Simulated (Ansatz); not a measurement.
`NB[SiH2]Cl` + CH₃OH → `CO[SiH2]Cl` + `BN` at 500 K and 1 bar (cleavage of the Si–B bond).

Gas-phase electronic energies from Ansatz, PBE0-D4/def2-TZVP geometries. CBS: MP2 limit from def2 TZ/QZ plus the TZ coupled-cluster correction, frozen cores. This one scheme is used for every species. One conformer a species, not always the lowest.

```tsv
species	CCSD(T)/CBS energy (Eh)	H − E (kJ/mol)	S (J/(mol·K))
`NB[SiH2]Cl`	-831.44314	196.8	387.9
CH₃OH	-115.61712	157.0	265.4
`CO[SiH2]Cl`	-865.17164	200.8	382.5
`BN`	-81.93499	148.8	257.4
```

H − E and S are ideal-gas, rigid-rotor, harmonic terms from PBE0-D4/def2-TZVP, for one conformer and one mirror image of each species. 1 Eh = 2625.50 kJ/mol, R = 8.31446 J/(mol·K).

Task: By hand: ΔE, ΔH, ΔS and ΔG.

Result: ΔE = (-865.17164) + (-81.93499) − (-831.44314) − (-115.61712) = -0.04637 Eh = -121.7 kJ/mol. Δ(H − E) = 200.8 + 148.8 − 196.8 − 157.0 = -4.2, so ΔH = -125.9 kJ/mol. ΔS = 382.5 + 257.4 − 387.9 − 265.4 = -13.4 J/(mol·K). ΔG = -125.9 − 500 × (-13.4)/1000 = -119.2 kJ/mol.

Task: By hand: the equilibrium constant, and the temperature at which ΔG would vanish if ΔH and ΔS stayed fixed.

Result: log₁₀ K = −ΔG/(RT ln 10) = 12.5. ΔG = 0 at ΔH/ΔS = 9396 K, far beyond where these terms or the molecules hold.

The number of gas molecules stays the same, so ΔS is small and ΔH decides. A doubt of 5 kJ/mol in ΔE shifts log₁₀ K by 0.5 here. Other conformers and mirror images would add mixing entropy, several J/(mol·K) or more a flexible species. Modes under 60 cm⁻¹, often nearly free rotors, make the harmonic entropy too high. These are equilibria of isolated gas molecules and say nothing of rates. Largest T1 diagnostic: 0.012 (customary marks: 0.02 for closed shells, 0.045 for open ones).
